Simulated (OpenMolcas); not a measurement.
## Ga⁺: effect of the basis set

```yaml
Program: OpenMolcas
Method: "SS-CASPT2, IPEA 0.25 Eh, imaginary shift 0.1 Eh (closed shells correlated: 3d)"
Active_space: 2 electrons in 8 orbitals (4s 4p 5s 5p)
State_averaging: 2S+1 = 3 even, 3 roots; 2S+1 = 1 even, 7 roots; 2S+1 = 3 odd, 3 roots; 2S+1 = 1 odd, 3 roots
Spin-orbit_coupling: state interaction with AMFI integrals over the reference wave functions, term energies averaged over their components
```

A. ANO-RCC-VTZP [6s5p3d1f], DKH2, point nucleus; CASPT2 step roughly 2.1 core-seconds
B. ANO-RCC-VQZP [7s6p4d2f1g], DKH2, point nucleus; CASPT2 step roughly 5 core-seconds
C. ANO-RCC [10s9p7d5f2g], DKH2, point nucleus; CASPT2 step of the order of 17 core-seconds

Energies in cm-1 above 4s2 1S0, the measured ground level; measured values from NIST Handbook of Basic Atomic Spectroscopic Data.

```
      Level      A      B      C  Measured
    4s2 1S0    0.0    0.0    0.0       0.0
4s 4p 3P* 0  45820  46160  46230     47368
4s 4p 3P* 1  46190  46550  46610     47814
4s 4p 3P* 2  46960  47340  47390     48750
4s 4p 1P* 1  71400  71030  70430     70701
```

Deviations, from unrounded energies. A percentage is the sum of absolute deviations over the sum of measured energies, with the sign that they share, or ± where signs differ.

```
           Against measurement  Levels     A     B     C
mean absolute deviation (cm-1)       4  1400  1100   990
      other configurations (%)       4  ±2.6  ±2.0  -1.9
```

C lies closest to measurement on these levels and A furthest from it. The largest miss of C in the table is 4s 4p 3P* 2, by -1400 cm-1. The ranking rests on the paired levels alone, and a cruder setting can come out closer through cancelling errors.

Among A to C the level of the table that moves most is 4s 4p 1P* 1, by 970 cm-1 (lowest in C, highest in A). Moves below CASPT2's spread within the term are not significant.

Over all roots computed the reference weight is 0.90 to 0.96 in A, 0.88 to 0.96 in B, 0.88 to 0.96 in C; the roots of lowest weight are the least certain, and an intruder state may touch them. The run also gave levels led by 4s 5s, which use shells meant for correlation; these and all levels above them are left out. Computed and measured levels are paired by configuration, term and J; levels that our copy of the source lacks, or whose pairing is in doubt (as where it misses far off the trend of its configuration), stay unpaired and out of the deviations. Only configurations of the active space appear. Levels that lie high or do not pair safely by name in every column are left out.

* marks odd parity.
